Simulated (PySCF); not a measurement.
Ga2H4, SMILES [GaH2][GaH2-], charge -1, multiplicity 2. Geometry optimised at TPSSh-D3(BJ)/def2-SVPD.

Computed equilibrium geometry at TPSSh-D3(BJ)/def2-SVPD (PySCF confirms it by a frequency run) as a Z-matrix, and its point group:
point group D2h.
```
Ga
H 1 1.6058
H 1 1.6058 2 110.53
Ga 1 2.3749 2 124.73 3 180.00
H 4 1.6058 1 124.73 2 180.00
H 4 1.6058 5 110.53 1 180.00
```
Charge -1, spin multiplicity 2.
